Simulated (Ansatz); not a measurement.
Abridged output of a molecular run in Ansatz:

```
Functional definition: HF
1888 factors; integrals over basis functions are off by at most 1.0e-3 eV
mean field evaluation 1: about -226019.7665 eV, gradient 1.8e1 eV
mean field evaluation 2: about -226019.9215 eV, gradient 1.8e1 eV
mean field evaluation 4: about -226021.6359 eV, gradient 4.0e0 eV
mean field evaluation 8: about -226021.6680 eV, gradient 1.4e-1 eV
mean field -226021.66807737 eV, -8306.1430988542 hartree, gradient 2.4e-6 eV, S^2 0.000000; 0 other end points of the search recorded, 0 dependent functions left out
36 core orbitals not correlated: weight in the atoms' cores, before any rotation towards them, 1.000 or more for the frozen orbitals, at most 0.000 for the correlated occupied ones
reference -226021.66807737 eV, -8306.1430988542 hartree; 32, 32 occupied and 236, 236 virtual orbitals, 1888 factors
second order -28.25411300 eV of doubles, -0.00000000 eV of singles
cycle   1  -27.96199148 eV  change    2.9e-1 eV  update   1.4e-1
cycle   2  -29.05636551 eV  change    -1.1e0 eV  update   3.9e-2
cycle   3  -29.13838438 eV  change   -8.2e-2 eV  update   1.8e-2
cycle   4  -29.12531419 eV  change    1.3e-2 eV  update   3.8e-3
cycle   5  -29.12516541 eV  change    1.5e-4 eV  update   1.2e-3
cycle   6  -29.12446773 eV  change    7.0e-4 eV  update   3.3e-4
cycle   7  -29.12428647 eV  change    1.8e-4 eV  update   9.3e-5
cycle   8  -29.12431582 eV  change   -2.9e-5 eV  update   3.0e-5
perturbative correction -1.12299667 eV, -0.0412693665 hartree
Total energy: -226051.91538986 eV, -8307.2546670859 hartree
```

Its atoms:

Z-matrix (Å, degrees):
```
Ge
Ge 1 2.454
Ge 1 2.454 2 90.0
H 1 1.539 2 114.4 3 117.0
H 1 1.539 2 114.4 3 -117.0
Ge 2 2.454 1 90.0 3 -0.0
H 2 1.539 1 114.4 3 117.0
H 2 1.539 1 114.4 3 -117.0
H 3 1.539 1 114.5 2 117.1
H 3 1.539 1 114.4 2 -117.0
H 6 1.539 2 114.4 1 -117.0
H 6 1.539 2 114.4 1 117.0
```

(1) Which basis set was used?
A. def2-SVP
B. cc-pV(D+d)Z
C. def2-TZVPP
D. def2-SVPD

(2) Write the keys of the input that set method, charge and spin (a neutral closed shell needs none for the last two).

Answers

(1) C. It gives 304 functions.

(2) 
```yaml
correlation: {method: ccsd_t}
```
